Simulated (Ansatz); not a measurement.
The first iterations of a band of CH$_{7}$N$_{3}$Si (12 atoms, charge 0, multiplicity 1).

Computed with Ansatz, RKS B3LYP-D4/def2-SVP.

| Property | Result |
| --- | --- |
| movable images | 5 |
| climbing image | yes |
| spring | 5.0 eV/Å² |
| optimiser | quadratic models (default) |
| start path | through a guess of the saddle point |
| force threshold | 0.05 eV/Å |
| iteration limit | 60 |
| end points | relaxed |

Image 0:

```xyz
12
Properties=species:S:1:pos:R:3
N -1.532 -0.647 0.819
C -0.281 -0.767 0.556
N 0.390 -1.922 0.878
Si 0.705 0.624 -0.311
N -0.477 1.610 -1.109
H -1.869 0.258 0.477
H 1.400 -1.956 0.864
H -0.090 -2.591 1.473
H 1.756 -0.004 -1.178
H 1.399 1.499 0.678
H -1.013 1.236 -1.886
H -0.311 2.604 -1.228
```

Image 6:

```xyz
12
Properties=species:S:1:pos:R:3
N -1.513 -0.620 0.887
C -0.262 -0.730 0.620
N 0.457 -1.818 1.065
Si 0.712 0.640 -0.290
N -0.476 1.584 -1.130
H -1.864 0.275 0.534
H -0.091 -2.581 1.455
H 1.286 -2.093 0.551
H 1.760 -0.022 -1.138
H 1.405 1.560 0.656
H -1.017 1.175 -1.886
H -0.319 2.573 -1.292
```

| iteration | highest image above the first end (eV) | largest band force component (eV/Å) |
| --- | --- | --- |
| 1 | 4.579 | 21.881 |
| 2 | 0.756 | 1.800 |
| 3 | 0.676 | 1.636 |
| 4 | 0.539 | 0.917 |

Q: Does the band converge within its limit, and where does its top end?

A: The run converged. It ended after 14 iterations with the highest image 0.480 eV above the first end. A vibrational analysis at the climbing image gives one clearly imaginary mode, 449i cm⁻¹: a first-order saddle point.

Run time: 5.5 min on 2 threads of Arm Neoverse N1, on a shared host, peak memory 0.25 GiB.
